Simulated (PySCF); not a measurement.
C5H4F2, SMILES C=CC#CC(F)F.

The structure is a stationary point at PBE0-D3(BJ)/def2-SVP. This is a generated structure with no PubChem entry under its InChIKey; it may be hypothetical.

These are TDA-PBE/def2-SVPD in PySCF values and carry that method's errors.

Vertical excitations.  State labels are in the subgroup Cs.

Computed excitation energies, oscillator strengths and character:
```tsv
state	symmetry	energy (eV)	λ (nm)	f	main pairs
S1	A"	4.78	259	0.000	HOMO−1→LUMO 100 %
S2	A'	5.49	226	0.289	HOMO→LUMO 68 %, HOMO−1→LUMO+1 18 %
S3	A"	5.65	219	0.000	HOMO→LUMO+1 99 %
S4	A"	6.16	201	0.000	HOMO−2→LUMO 100 %
S5	A'	6.83	181	0.013	HOMO→LUMO+3 46 %, HOMO−3→LUMO 46 %
S6	A"	6.98	178	0.000	HOMO→LUMO+2 100 %
S7	A"	7.13	174	0.019	HOMO→LUMO+4 99 %
S8	A'	7.23	172	0.620	HOMO−1→LUMO+1 40 %, HOMO−1→LUMO+2 27 %, HOMO→LUMO 10 %, HOMO−5→LUMO 9 %
S9	A'	7.28	170	0.024	HOMO−5→LUMO 89 %
S10	A"	7.28	170	0.000	HOMO−4→LUMO 97 %
T1	A'	3.32	373	0	HOMO→LUMO 98 %
T2	A"	4.50	276	0	HOMO−1→LUMO 95 %
T3	A'	5.32	233	0	HOMO−1→LUMO+1 72 %, HOMO−3→LUMO 20 %
T4	A"	5.42	229	0	HOMO→LUMO+1 95 %
```
Triplets are in the Tamm–Dancoff approximation.
